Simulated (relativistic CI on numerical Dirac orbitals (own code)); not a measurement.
**Calculated levels, Ir VI**

These numbers are calculated, not measured: Dirac-Coulomb-Breit CI, orbitals from a KLI potential per configuration, a model potential for QED, valence Slater integrals scaled by 0.85, P86 correlation energy added to each configuration (own radial code, finite nucleus).

CI space (outside the closed core [Kr] 4d10 4f14 5s2): 5p6 5d4, 5p6 5d3 6s, 5p6 5d3 5f, 5p6 5d3 6p, 5p6 5d3 5g, 5p5 5d5, 5p6 5d3 6d, 5p6 5d2 6s 6p, 5p6 5d3 7s, 5p6 5d3 7p, 5p6 5d3 6f, 5p6 5d3 7d, 5p6 5d2 6s2, 5p6 5d 5f 6s2, 5p6 5d 6s2 6p, 5p6 5d 5g 6s2, 5p6 5d 6s2 6d, 5p6 5d2 6p2, 5p6 5d 6s 6p2, 5p6 5d 5f 6p2, 5p6 5d 6p3, 5p6 5d 5g 6p2, 5p6 5d 6p2 6d. Double excitations out of closed p, d and f shells are left out; levels of such configurations are missing from the list, as are those of other unlisted configurations, and high levels can miss mixing partners.

The lowest level is 5p6 5d4 5D_0, with 62 % of that term; Hund's rules for 5p6 5d4 give 5D with J = 0, in agreement.

| No. | Configuration | Term | J | E (cm⁻¹) | % | Next component (%) | Landé g |
| --- | --- | --- | --- | --- | --- | --- | --- |
| 1 | 5p6 5d4 | 5D | 0 | 0.0 | 62 | 35 3P |  |
| 2 | 5p6 5d4 | 5D | 1 | 5271.1 | 83 | 17 3P | 1.499 |
| 3 | 5p6 5d4 | 5D | 2 | 9740.2 | 91 | 4 3P | 1.470 |
| 4 | 5p6 5d4 | 5D | 3 | 13123.9 | 85 | 9 3F | 1.445 |
| 5 | 5p6 5d4 | 5D | 4 | 15163.8 | 62 | 25 3F | 1.368 |
| 6 | 5p6 5d4 | 3P | 0 | 21366.4 | 48 | 37 5D |  |
| 7 | 5p6 5d4 | 3H | 4 | 23207.8 | 56 | 19 5D | 0.991 |
| 8 | 5p6 5d4 | 3G | 3 | 27392.2 | 62 | 24 3F | 0.908 |
| 9 | 5p6 5d4 | 3F | 2 | 28103.1 | 66 | 18 1D | 0.822 |
| 10 | 5p6 5d4 | 3P | 1 | 28866.3 | 75 | 13 5D | 1.383 |
| 11 | 5p6 5d4 | 3H | 5 | 28938.1 | 77 | 23 3G | 1.072 |
| 12 | 5p6 5d4 | 3H | 6 | 31458.4 | 72 | 28 1I | 1.120 |
| 13 | 5p6 5d4 | 3G | 4 | 34310.8 | 59 | 17 3H | 1.039 |
| 14 | 5p6 5d4 | 3P | 2 | 35244.7 | 47 | 42 3D | 1.279 |
| 15 | 5p6 5d4 | 3F | 4 | 36674.8 | 42 | 25 1G | 1.143 |
| 16 | 5p6 5d4 | 3F | 3 | 37193.9 | 50 | 34 3D | 1.150 |
| 17 | 5p6 5d4 | 3D | 3 | 40140.7 | 36 | 29 3F | 1.109 |
| 18 | 5p6 5d4 | 1D | 2 | 41942.8 | 33 | 31 3P | 1.120 |
| 19 | 5p6 5d4 | 3G | 5 | 42745.3 | 76 | 23 3H | 1.161 |
| 20 | 5p6 5d4 | 3D | 1 | 44700.6 | 86 | 10 3P | 0.637 |
| 21 | 5p6 5d4 | 1I | 6 | 44815.9 | 72 | 28 3H | 1.046 |
| 22 | 5p6 5d4 | 1G | 4 | 50327.6 | 44 | 40 3F | 1.091 |
| 23 | 5p6 5d4 | 3P | 2 | 50906.9 | 36 | 24 3D | 1.160 |
| 24 | 5p6 5d4 | 1S | 0 | 51077.1 | 73 | 26 3P |  |
| 25 | 5p6 5d4 | 1F | 3 | 53702.0 | 60 | 22 3D | 1.066 |
| 26 | 5p6 5d4 | 3P | 2 | 56935.4 | 66 | 21 3F | 1.268 |
| 27 | 5p6 5d4 | 3F | 4 | 61000.5 | 61 | 29 1G | 1.160 |
| 28 | 5p6 5d4 | 3F | 2 | 63244.7 | 56 | 26 1D | 0.878 |
| 29 | 5p6 5d4 | 3F | 3 | 63706.9 | 77 | 20 1F | 1.070 |
| 30 | 5p6 5d4 | 3P | 1 | 64339.0 | 97 | 2 3D | 1.482 |
| 31 | 5p6 5d4 | 3P | 0 | 67788.7 | 82 | 17 1S |  |
| 32 | 5p6 5d4 | 1G | 4 | 67879.1 | 73 | 22 3F | 1.056 |
| 33 | 5p6 5d4 | 1D | 2 | 82969.0 | 91 | 3 3D | 1.001 |
| 34 | 5p6 5d4 | 1S | 0 | 103579.8 | 92 | 8 3P |  |
| 35 | 5d3(4F) 6s | 5F | 1 | 112560.3 | 87 | 12 3D | 0.075 |
| 36 | 5d3(4F) 6s | 5F | 2 | 115549.2 | 82 | 10 3D | 1.013 |
| 37 | 5d3(4F) 6s | 5F | 3 | 120909.6 | 92 | 4 3D | 1.243 |
| 38 | 5d3(4F) 6s | 5F | 4 | 125855.2 | 87 | 9 3G | 1.316 |
| 39 | 5d3(4P) 6s | 5P | 2 | 128423.6 | 29 | 25 3F | 1.270 |
| 40 | 5d3(4F) 6s | 5F | 5 | 129758.6 | 70 | 25 3G | 1.330 |
| 41 | 5d3(4P) 6s | 5P | 1 | 130924.9 | 72 | 23 3P | 2.168 |
| 42 | 5d3(4F) 6s | 3F | 2 | 132483.6 | 55 | 33 5P | 1.129 |
| 43 | 5d3(2G) 6s | 3G | 3 | 135744.1 | 47 | 46 3F | 0.942 |
| 44 | 5d3(2H) 6s | 3H | 4 | 137540.2 | 43 | 28 3G | 0.976 |
| 45 | 5d3(2D) 6s | 3D | 1 | 139180.6 | 32 | 26 1P | 1.037 |

Energies count from the lowest computed level. Percentages are summed over parent terms; the parents shown are those of the largest component, closed shells are left out there.

The mean weight of the leading LS term, summed over parents, in these 45 levels is 65 %, and that of the leading jj configuration (from the same eigenvectors) 67 %.

At this charge configurations can still be misplaced by up to about 7 % of their energy. Levels and lines within the n = 5 or 6 shells can be off by up to 10 % or somewhat more, and those that change n by about 2 %, since core polarisation is missing.

LS names give the leading component of a level, which can be under half, so a name can repeat, a term be missing and a line seem to break the LS rules.
